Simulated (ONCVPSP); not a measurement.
## What the settings do to the ONCV potential of chromium

Base potential:

ONCVPSP 4.0.1 input, shortened (lines: element, Z, core and valence counts, functional; n l f; lmax; l rc ep ncon nbas qcut; lloc lpopt rc5 dvloc0; l nproj debl; icmod fcfact rcfact), PBEsol, scalar-relativistic:

```
  Cr 24.00    3    4  -116133      upf
    1    0    2.00
    2    0    2.00
    2    1    6.00
    3    0    2.00
    3    1    6.00
    3    2    5.00
    4    0    1.00
    2
    0    1.30    0.00    4    9    8.20
    1    1.20    0.00    4    8   11.40
    2    1.85    0.00    3    7    6.90
    4    3    0.95    0.00
    0    2    2.10
    1    2    3.90
    2    2    3.30
    1    0.50    0.00
```

All-electron outer shells of the reference configuration (PBEsol, scalar-relativistic, ld1.x):

| shell | level (eV) | outermost node (bohr) | outermost maximum (bohr) |
| --- | --- | --- | --- |
| 2p | -560.29 | – | 0.20 |
| 3s | -73.77 | 0.36 | 0.78 |
| 3p | -45.34 | 0.33 | 0.80 |
| 4s | -4.02 | 1.12 | 2.74 |
| 3d | -2.93 | – | 0.84 |

Cutoffs, loose and tight: the cutoffs (Ha) at which the residual kinetic energy of the hardest occupied pseudo-wave falls to 1 and 0.1 mHa per electron. They do not see the model core or the augmentation charge, which bear on the density cutoff. Test errors are all-electron minus pseudo excitation energies from the reference, over the configurations 3s2 3p6 3d5 4s0; 3s2 3p6 3d4 4s0; 3s2 3p6 3d3 4s0; 3s1 3p6 3d5 4s1. A dash means not determined; rows that change the core or the reference have their own tests. The largest error is taken over the tests solved by every variant that gives reliable tests at all: 3s1 3p6 3d5 4s1; 3s2 3p6 3d4 4s0; 3s2 3p6 3d5 4s0.

```json
{"change": "base", "outcome": "generated", "cutoff, loose": "26 Ha", "cutoff, tight": "39 Ha", "bound ghosts": "none", "GHOST(+) flags above zero": "none", "largest test error (meV)": "-473"}
{"change": "s: qcut 5", "outcome": "generated", "cutoff, loose": "76 Ha", "cutoff, tight": "140 Ha", "bound ghosts": "none", "GHOST(+) flags above zero": "none", "largest test error (meV)": "-634"}
{"change": "s: qcut 6.4", "outcome": "generated", "cutoff, loose": "25 Ha", "cutoff, tight": "126 Ha", "bound ghosts": "none", "GHOST(+) flags above zero": "none", "largest test error (meV)": "-569"}
{"change": "s: qcut 9.1", "outcome": "generated", "cutoff, loose": "30 Ha", "cutoff, tight": "39 Ha", "bound ghosts": "none", "GHOST(+) flags above zero": "none", "largest test error (meV)": "-438"}
```

Q: What comes out with this change to the base: s: qcut 7.9?

A: outcome: generated; cutoff, loose: 25 Ha; cutoff, tight: 39 Ha; bound ghosts: none; GHOST(+) flags above zero: none; largest test error (meV): -487.

Q: What comes out with this change to the base: s: qcut 10.6?

A: outcome: generated; cutoff, loose: 36 Ha; cutoff, tight: 43 Ha; bound ghosts: none; GHOST(+) flags above zero: none; largest test error (meV): -395.

Q: What comes out with this change to the base: s: qcut 12.1?

A: outcome: generated; cutoff, loose: 41 Ha; cutoff, tight: 49 Ha; bound ghosts: none; GHOST(+) flags above zero: none; largest test error (meV): -370.

Reading the sweep of the qcut of the s channel (base included, trends over the rows without a ghost): The loose cutoff is not monotonic: lowest 25 Ha at 6.4 1/bohr, highest 76 Ha at 5 1/bohr.
